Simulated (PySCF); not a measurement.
# Spin-rotation constants: SMILES FC[SiH]1OCCO1, C₃H₇FO₂Si

Geometry (Å), atoms numbered from 1 in this order:
```xyz
14

F     3.2352   -1.0118   -0.3762
C     2.3171    0.0167   -0.4264
Si    0.6311   -0.6197    0.1868
O    -0.1139    0.4509    1.1790
C    -1.4302    0.7121    0.7826
C    -1.7137   -0.0692   -0.5235
O    -0.5048   -0.5934   -0.9933
H     2.7178    0.8092    0.2082
H     2.3041    0.3631   -1.4618
H     0.7393   -1.9274    0.8199
H    -1.5329    1.7901    0.6318
H    -2.1097    0.3976    1.5788
H    -2.1346    0.5757   -1.2981
H    -2.4055   -0.8944   -0.3302
```

The calculation used GIAO CAM-B3LYP/pcSseg-1 magnetisability, rotational g tensor and spin-rotation constants, non-relativistic, gas phase (PySCF 2.14.0). Geometry: GFN2-xTB.

(1) Give the nuclear spin-rotation constants along the inertial axes (H = +C I·J) beside the isotropic shieldings.

(2) How do the rotational constants and the g tensor change when H8, H9, H10, H11, H12, H13, H14 are replaced by deuterium?

## Answers

(1) Rotational constants 5.5937, 1.3221, 1.1730 GHz. A star marks the isotopologue with that one atom substituted, in its own axes.
| atom | isotope | Caa (kHz) | Cbb (kHz) | Ccc (kHz) | mean (kHz) | σ (ppm) |
| --- | --- | --- | --- | --- | --- | --- |
| F1 | 19F | 0.382 | -0.502 | -0.052 | -0.057 | 493.1 |
| H8 | 1H | -0.572 | 0.053 | -0.095 | -0.204 | 27.0 |
| H9 | 1H | -0.591 | -0.033 | -0.013 | -0.213 | 27.0 |
| H10 | 1H | -0.434 | -0.133 | 0.057 | -0.170 | 26.9 |
| H11 | 1H | -0.522 | -0.106 | 0.030 | -0.199 | 27.5 |
| H12 | 1H | -0.244 | -0.098 | -0.036 | -0.126 | 27.5 |
| H13 | 1H | -0.458 | -0.086 | 0.000 | -0.181 | 27.4 |
| H14 | 1H | -0.406 | -0.103 | 0.004 | -0.169 | 27.5 |
| C2 | 13C* | 1.084 | 0.373 | 0.275 | 0.577 | 105.0 |
| Si3 | 29Si* | -3.720 | -0.821 | -0.791 | -1.777 | 333.5 |
| O4 | 17O* | -0.699 | -0.028 | -0.093 | -0.274 | 304.5 |
| C5 | 13C* | 0.962 | 0.298 | 0.287 | 0.515 | 119.6 |

For the geometry as given, no vibrational averaging.

(2) Constants 4.7007, 1.1842, 1.0697 GHz; g -0.0434, -0.0157, -0.0128, against -0.0514, -0.0174, -0.0140 before.
